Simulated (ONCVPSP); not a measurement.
# Transferability test, ONCV potential for caesium (Cs)

caesium, optimised norm-conserving Vanderbilt (ONCV), made with ONCVPSP 4.0.1 (PBEsol, fully relativistic). Core [Kr] 4d10, reference 5s2 5p6 6s1. Waves: 5s+6s: rc 2.40 bohr, ncon 3, nbas 6, qcut 4.8 1/bohr, 3 projectors, debl 2.6 Ha; 5p: rc 2.60 bohr, ncon 3, nbas 6, qcut 6.7 1/bohr, 1 projector; d scattering state at 0.22 Ha: rc 2.85 bohr, ncon 4, nbas 8, qcut 3.3 1/bohr, 3 projectors, debl 1.4 Ha. Local part: polynomial inside 2.00 bohr (lpopt 2, dvloc0 -1 Ha). Core correction: none.

Open shells are filled in proportion to 2j + 1.

In the d channel the program set the typed energies aside and used 0.050, 1.450, 2.850 Ha (j = l + 1/2; the other j can differ).

Energies are relative to the spin-unpolarised reference configuration 5s2 5p6 6s1; without spin polarisation the order of configurations can differ from experiment.

```
valence configuration  charge  ΔE all-electron (eV)  error AE − PS (meV)
        5s2 5p6 6s0.5    +0.5                 1.457                  0.0
      5s2 5p6 6s0 6p1       0                 1.350                 +5.7
          5s2 5p5 6s1      +1                17.938                 +3.6
```

What are ΔE and the potential's error for 5s2 5p6 6s0?

ΔE = 3.792 eV all-electron; the error (AE − PS) is +0.1 meV.

Levels in the configuration 5s2 5p6 6s0.5:

```csv
level,all-electron (eV),pseudo (eV)
5s j=1/2,-29.178,-29.178
5p j=3/2,-15.439,-15.439
5p j=1/2,-17.091,-17.091
6s j=1/2,-3.764,-3.764
```

These tests converged, but a pseudo level misses the all-electron one widely, so the file describes the atom poorly there or has found another state: 5s2 5p6 6s0 6p1: empty 6s by 2.9 eV.
